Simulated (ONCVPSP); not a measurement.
## P (Z = 15), ONCV: configuration errors across variants

P, optimised norm-conserving Vanderbilt (ONCV), made with ONCVPSP 4.0.1 (PBE, scalar-relativistic). Core [Ne], reference 3s2 3p3. Waves: 3s: rc 1.40 bohr, ncon 3, nbas 8, qcut 5.1 1/bohr, 2 projectors, debl 1.3 Ha; 3p: rc 1.55 bohr, ncon 4, nbas 7, qcut 6.4 1/bohr, 1 projector. Local part: polynomial inside 1.10 bohr (lpopt 5, dvloc0 0 Ha). Core correction: Teter function, fcfact 1.5, rcfact 1.6.

All-electron excitation energies from the reference (eV): (1) 3s2 3p2 9.730; (2) 3s2 3p1 28.877; (3) 3s2 3p0 58.616; (4) 3s1 3p3 18.850.

A true bound ghost makes a file unfit for plane-wave use even where its test errors are small: the radial tests pick states by their node count and pass the ghost by.

Errors AE − PS in meV (a dash: test not solved or not reliable):

```csv
change,(1),(2),(3),(4),bound ghosts,GHOST(+) flags above zero
base,+2.0,+8.2,+1.1,+2.7,none,s
"all radii but the core radius scaled by about 0.81 (s 1.14, p 1.26 bohr); local potential polynomial inside 0.90 bohr (lpopt 5, dvloc0 0 Ha)",+2.1,+5.7,-16,+1.5,s,none
"all radii but the core radius scaled by about 0.89 (s 1.26, p 1.38 bohr); local potential polynomial inside 0.98 bohr (lpopt 5, dvloc0 0 Ha)",+1.8,+6.0,-6.3,+0.9,none,s
"all radii but the core radius scaled by about 1.11 (s 1.54, p 1.72 bohr); local potential polynomial inside 1.22 bohr (lpopt 5, dvloc0 0 Ha)",+1.5,+7.1,+5.2,+0.7,none,s
"all radii but the core radius scaled by about 1.33 (s 1.86, p 2.06 bohr); local potential polynomial inside 1.46 bohr (lpopt 5, dvloc0 0 Ha)",+1.6,+7.8,+9.4,-3.5,none,s
```

(1) Give the same row for: all radii but the core radius scaled by about 1.19 (s 1.66, p 1.84 bohr); local potential polynomial inside 1.30 bohr (lpopt 5, dvloc0 0 Ha).

Results:

(1) +1.5, +7.2, +7.5, -0.7; bound ghosts: none; GHOST(+) flags above zero: s.
